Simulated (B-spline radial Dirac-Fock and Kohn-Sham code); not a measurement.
**What relativity does to the binding energies of O⁺**

System: oxygen as O⁺, [He] 2s2 2p3.

Both columns are ΔSCF binding energies of the configuration average from a radial atomic solver: non-relativistic Hartree-Fock with a point nucleus, and Dirac-Fock with a finite nucleus and the Coulomb interaction alone, averaged over the two j levels with weights 2j+1.

| shell | Hartree-Fock (eV) | Dirac-Fock (eV) | shift (eV) | shift (%) |
| --- | --- | --- | --- | --- |
| 1s | 567.9 | 568.4 | +0.45 | +0.08 |
| 2s | 47.85 | 47.91 | +0.06 | +0.12 |
| 2p | 32.24 | 32.23 | -0.01 | -0.03 |

Relativity binds 1s, 2s more strongly, among those listed most of all 2s in relative terms, and 2p more weakly.

Values without a named source are computed, but for edge energies of neutral atoms, which are taken from tables.
